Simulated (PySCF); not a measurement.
SMILES C[Si](C)(C)[SiH2]Cl (GFN2-xTB optimised geometry):

```
17

Si     0.553    -1.171     0.000
Cl     2.587    -1.171     0.000
Si    -0.259     1.015     0.000
C     -2.168     0.974     0.007
C      0.328     1.975     1.547
C      0.317     1.974    -1.552
H      0.179    -1.973     1.169
H      0.179    -1.976    -1.168
H     -2.550     0.463     0.886
H     -2.587     1.976     0.005
H     -2.557     0.456    -0.865
H     -0.017     1.499     2.461
H     -0.042     2.997     1.552
H      1.412     2.019     1.592
H     -0.042     1.503    -2.463
H     -0.046     2.999    -1.549
H      1.401     2.011    -1.609
```

Level of theory: PBE0/def2-SVP in PySCF.

Task: What are the frontier orbital energies and the dipole moment?

Result: HOMO-2 -8.72 eV, HOMO-1 -8.49 eV, HOMO -7.65 eV, LUMO -0.01 eV, LUMO+1 0.57 eV; dipole moment 2.15 D.

Meta-Löwdin charges at PBE0/def2-SVP: Si1 0.40, Cl2 -0.29, Si3 0.66, C4 -0.54, C5 -0.54, C6 -0.54, H7 -0.09, H8 -0.09, H9 0.11, H10 0.12, H11 0.11, H12 0.11, H13 0.12, H14 0.12, H15 0.11, H16 0.12, H17 0.12.
